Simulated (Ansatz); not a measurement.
Isolated molecules relaxed with PBE0-D4/def2-TZVP in Ansatz; ΔE leaves out vibrations. CBS: MP2 limit from def2 TZ/QZ plus the TZ coupled-cluster correction, frozen cores. DFT in def2-TZVPP. HSE06 is defined as in plane-wave codes. Elements past krypton have def2 core potentials. For Sb outer-core shells are correlated without core-valence functions, which leaves a few kJ/mol of doubt a bond. One conformer a species, not always the lowest.

Reaction (ligand exchange at the Sb–S bond): `Cl[SiH2][S][SbH2]` + `CC(=N)O` → `C/C(O)=[N]\[SbH2]` + `S[SiH2]Cl`

`Cl[SiH2][S][SbH2]`:

Cartesian coordinates in Å:
```
Cl -1.768 1.389 1.215
Si -1.513 0.047 -0.329
S 0.402 0.194 -1.201
Sb 1.675 -0.491 0.769
H -2.499 0.367 -1.384
H -1.752 -1.291 0.260
H 2.903 -1.190 -0.194
H 2.551 0.975 0.865
```

`CC(=N)O`:

Z-matrix (Å, degrees):
```
C
C 1 1.493
H 1 1.092 2 109.8
H 1 1.092 2 109.8 3 117.7
H 1 1.088 2 111.1 3 -121.1
N 2 1.263 1 129.2 3 121.0
O 2 1.346 1 111.4 3 -59.0
H 6 1.014 2 111.4 1 0.0
H 7 0.967 2 106.0 1 180.0
```

`C/C(O)=[N]\[SbH2]`:

Z-matrix (Å, degrees):
```
C
C 1 1.498
H 1 1.088 2 111.5
H 1 1.093 2 109.5 3 120.7
H 1 1.093 2 110.1 3 -121.3
O 2 1.352 1 111.3 3 -7.1
N 2 1.261 1 129.1 3 173.8
H 6 0.968 2 105.7 1 -179.0
Sb 7 2.035 2 122.4 1 -4.8
H 9 1.722 7 98.0 2 54.2
H 9 1.708 7 92.5 2 145.6
```

`S[SiH2]Cl`:

Cartesian coordinates in Å:
```
S -0.538 1.342 -0.904
Si 0.429 -0.210 0.170
Cl -0.161 -2.084 -0.426
H -1.737 1.127 -0.335
H 0.138 -0.118 1.617
H 1.869 -0.056 -0.122
```

```csv
level,ΔE (kJ/mol)
PBE-D4,75.9
revPBE-D4,73.3
B97M-V,72.4
HSE06-D4,80.5
revPBE,75.5
PBE0,79.1
MP2/def2-SVP,72.2
CCSD/CBS(def2),76.9
```

Question: What does CCSD(T)/CBS give? (Best estimate.)

Answer: Ansatz gave: +75.4 kJ/mol. The listed levels differ from it by 0.5, -2.1, -3.0, 5.1, 0.1, 3.7, -3.2, 1.5 kJ/mol.

Largest T1 diagnostic among the species: 0.015.

Leaving LDA and LC-ωPBE aside and taking each functional with its dispersion term where it has one, the values, not all of them listed here, spread over 10.2 kJ/mol, from BLYP-D4 to BHLYP-D4. LDA lies −3.0 kJ/mol from PBE without D4. In def2-TZVPP, CCSD(T) changes the Hartree–Fock value by −10.2 kJ/mol (the triples alone add −1.5 kJ/mol) and MP2 by −8.0 kJ/mol. From r2SCAN to r2SCAN0 (25 % exact exchange), in def2-TZVPP and without D4, ΔE moves by +4.4 kJ/mol.

CCSD(T)/CBS has its own doubt, a few kJ/mol and more with outer-core shells, so smaller differences from it don't rank the levels.
